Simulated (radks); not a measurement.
The numbers below are computed, except where a source is named.
The palladium ion Pd7+ is in [Kr] 4d3. Code: a radial shooting solver on a logarithmic mesh with Libxc functionals. Model: scalar-relativistic Kohn-Sham, r2SCAN, spin-polarised, spherical densities, finite nucleus; meta-GGA in the generalised Kohn-Sham scheme; Fermi nuclear charge, rms radius of each element as measured or else 0.836 A^(1/3) + 0.57 fm. Open shells are filled with parallel spins first. One electron is removed from 3d, 4d, 4s, 4p in turn, with full relaxation. Which removal costs least, and what does each cost?

Answer. 4d 121.64 eV; 4p 173.80 eV; 4s 211.53 eV; 3d 474.67 eV. The 4d electron leaves first.
